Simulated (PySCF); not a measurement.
**SMILES C/C(=C\F)C(C)(C)Br, C₆H₁₀BrF**

Molfile (atoms numbered from 1):
```
C6H10BrF
     RDKit          3D

 18 17  0  0  0  0  0  0  0  0999 V2000
    1.5531    1.0838   -0.6704 C   0  0  0  0  0  0  0  0  0  0  0  0
    0.8497   -0.1064   -0.0883 C   0  0  0  0  0  0  0  0  0  0  0  0
    1.4539   -1.2862   -0.0147 C   0  0  0  0  0  0  0  0  0  0  0  0
    2.7036   -1.4668   -0.4791 F   0  0  0  0  0  0  0  0  0  0  0  0
   -0.5475    0.0950    0.4238 C   0  0  0  0  0  0  0  0  0  0  0  0
   -1.4033    0.8916   -0.5500 C   0  0  0  0  0  0  0  0  0  0  0  0
   -1.2671   -1.1725    0.8535 C   0  0  0  0  0  0  0  0  0  0  0  0
   -0.3682    1.2252    2.0969 Br  0  0  0  0  0  0  0  0  0  0  0  0
    2.6206    0.8930   -0.7391 H   0  0  0  0  0  0  0  0  0  0  0  0
    1.3948    1.9632   -0.0488 H   0  0  0  0  0  0  0  0  0  0  0  0
    1.1802    1.2958   -1.6721 H   0  0  0  0  0  0  0  0  0  0  0  0
    1.0539   -2.2041    0.3846 H   0  0  0  0  0  0  0  0  0  0  0  0
   -0.9835    1.8744   -0.7450 H   0  0  0  0  0  0  0  0  0  0  0  0
   -1.4770    0.3478   -1.4912 H   0  0  0  0  0  0  0  0  0  0  0  0
   -2.4048    1.0252   -0.1462 H   0  0  0  0  0  0  0  0  0  0  0  0
   -1.3621   -1.8500    0.0063 H   0  0  0  0  0  0  0  0  0  0  0  0
   -0.7397   -1.6781    1.6587 H   0  0  0  0  0  0  0  0  0  0  0  0
   -2.2653   -0.9245    1.2096 H   0  0  0  0  0  0  0  0  0  0  0  0
  1  2  1  0
  2  3  2  0
  3  4  1  0
  2  5  1  0
  5  6  1  0
  5  7  1  0
  5  8  1  0
  1  9  1  0
  1 10  1  0
  1 11  1  0
  3 12  1  0
  6 13  1  0
  6 14  1  0
  6 15  1  0
  7 16  1  0
  7 17  1  0
  7 18  1  0
M  END
```

Method used: GIAO KT3/pcSseg-1 magnetisability, rotational g tensor and spin-rotation constants, non-relativistic, gas phase in PySCF. Geometry: GFN2-xTB.

The calculation is non-relativistic, which matters for the atoms heavier than Zn.

(1) Give the nuclear spin-rotation constants along the inertial axes (H = +C I·J) beside the isotropic shieldings.

(2) How do the rotational constants and the g tensor change when H9, H10, H11, H12, H13, H14, H15, H16, H17, H18 are replaced by deuterium?

Answers

(1) Rotational constants 2.0251, 0.8263, 0.7837 GHz. A star marks the isotopologue with that one atom substituted, in its own axes.
```tsv
atom	isotope	Caa (kHz)	Cbb (kHz)	Ccc (kHz)	mean (kHz)	σ (ppm)
F4	19F	2.667	0.530	0.987	1.394	285.7
Br8	79Br	3.278	1.554	2.274	2.369	1731.4
H9	1H	-0.067	-0.032	-0.078	-0.059	29.2
H10	1H	-0.034	-0.056	-0.071	-0.054	29.4
H11	1H	-0.210	-0.056	-0.014	-0.093	30.1
H12	1H	-0.208	-0.042	0.042	-0.069	24.7
H13	1H	-0.220	-0.047	-0.008	-0.092	29.4
H14	1H	-0.083	-0.043	-0.082	-0.070	30.5
H15	1H	-0.006	-0.061	-0.086	-0.051	29.9
H16	1H	-0.086	-0.034	-0.086	-0.069	30.2
H17	1H	-0.220	-0.062	0.005	-0.092	29.4
H18	1H	0.004	-0.063	-0.086	-0.048	29.8
C1	13C*	0.295	0.109	0.108	0.171	171.4
C2	13C*	0.686	0.220	0.252	0.386	60.2
C3	13C*	0.694	0.267	0.273	0.411	39.0
C5	13C*	0.448	0.178	0.214	0.280	106.2
C6	13C*	0.366	0.140	0.129	0.212	149.3
```
For the geometry as given, no vibrational averaging.

(2) Constants 1.6512, 0.7703, 0.7327 GHz; g -0.0081, -0.0057, -0.0065, against -0.0095, -0.0054, -0.0076 before.
